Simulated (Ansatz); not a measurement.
Ansatz (a program for electronic structure) input file for C₂BrCl₂F, SMILES Br/C(=C(/Cl)F)Cl, PBE/def2-SVPD. Geometry optimised at PBE0-D3(BJ)/def2-SVP. The structure was generated by enumeration; whether it is a known compound was not checked.

Ansatz 0.2 input:
```yaml
crystal:
  periodic: [false, false, false]
  atoms:
    - {symbol: F, position_ang: [-1.92019172, -0.73792938, 0.00000000]}
    - {symbol: C, position_ang: [-0.63014027, -0.98551689, 0.00000000]}
    - {symbol: Cl, position_ang: [-0.24458553, -2.64407244, 0.00000000]}
    - {symbol: C, position_ang: [0.27880097, 0.00327199, 0.00000000]}
    - {symbol: Cl, position_ang: [1.95962660, -0.30056378, 0.00000000]}
    - {symbol: Br, position_ang: [-0.27902677, 1.78838999, 0.00000000]}
basis:
  gaussian:
    orbitals: def2-SVPD
hamiltonian:
  xc: {name: PBE}
```

Output:

```
WARN ansatz: RAYON_NUM_THREADS=1 ignored (pool sized by the plan → 1); use --threads N
Functional definition: PBE
integrals: 0.13 GiB planned
1514 factors; their error is unknown
mean field: 0.65 GiB planned
mean field evaluation 1: about -99833.1375 eV, gradient 3.9e1 eV
mean field evaluation 2: about -99823.7951 eV, gradient 7.1e1 eV
mean field evaluation 4: about -99836.4059 eV, gradient 6.1e0 eV
mean field evaluation 8: about -99836.4883 eV, gradient 1.4e-1 eV
mean field evaluation 16: about -99836.4143 eV, gradient 3.3e-4 eV
mean field -99836.41429586 eV, -3668.9205538208 hartree, gradient 2.6e-5 eV, S^2 0.000000; 0 other end points of the search recorded, 0 dependent functions left out
reference -99836.41435052 eV, -3668.9205558294 hartree; 45, 45 occupied and 113, 113 virtual orbitals, 1514 factors
Total energy: -99836.41435052 eV, -3668.9205558294 hartree
```

The calculation finished and met its thresholds.

Cost: about 3 core-seconds (a rough figure).
